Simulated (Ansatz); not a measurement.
Relaxation of C$_{2}$H$_{4}$BNO (9 atoms, charge 0, multiplicity 1), to a largest force component of 0.02 eV/Å in at most 50 steps.

Method: UKS PBE/6-31G* in Ansatz 0.2.0.

```xyz
9
Properties=species:S:1:pos:R:3
C -0.738 -0.887 -0.027
B 0.267 -0.088 0.890
O 0.961 0.976 0.422
C 0.965 1.515 -0.722
N 1.019 2.052 -1.732
H -0.227 -1.288 -0.904
H -1.514 -0.229 -0.418
H -1.227 -1.714 0.479
H 1.385 1.078 1.311
```

Q: Where does it end, and by what steps?

A: The forces met the threshold. After 16 steps the energy has fallen by 6.809 eV; H9 moved furthest, 1.42 Å. Parted: O3–H9. Joined: B2–H9.

| step | energy less start (eV) | largest force component (eV/Å) | accepted |
| --- | --- | --- | --- |
| 0 | 0.0000 | 4.794 | yes |
| 1 | -1.1033 | 2.566 | yes |
| 2 | -1.5813 | 1.366 | yes |
| 3 | -2.1493 | 2.926 | yes |
| 4 | -3.1800 | 3.950 | yes |
| 5 | -4.4343 | 3.702 | yes |
| 6 | -5.8093 | 2.008 | yes |
| 7 | -6.3633 | 1.591 | yes |
| 8 | -6.6122 | 1.067 | yes |
| 9 | -6.7287 | 1.026 | yes |
| 10 | -6.7750 | 1.027 | yes |
| 11 | -6.7907 | 0.928 | yes |
| 12 | -6.8070 | 0.260 | yes |
| 13 | -6.8086 | 0.147 | yes |
| 14 | -6.8089 | 0.028 | yes |
| 15 | -6.8090 | 0.023 | yes |
| 16 | -6.8090 | 0.001 | yes |

```xyz
9
Properties=species:S:1:pos:R:3
C -0.581 -0.715 0.011
B 0.431 0.140 0.832
O 1.107 1.235 0.250
C 0.915 1.579 -0.996
N 0.790 1.944 -2.109
H -0.094 -1.149 -0.884
H -1.400 -0.082 -0.384
H -1.026 -1.534 0.597
H 0.750 -0.004 1.981
```

Whether the end is a true minimum wasn't checked by a vibrational analysis.

The run took 46 s on 2 threads of Arm Neoverse V1 (shared host), peak memory 0.18 GiB.
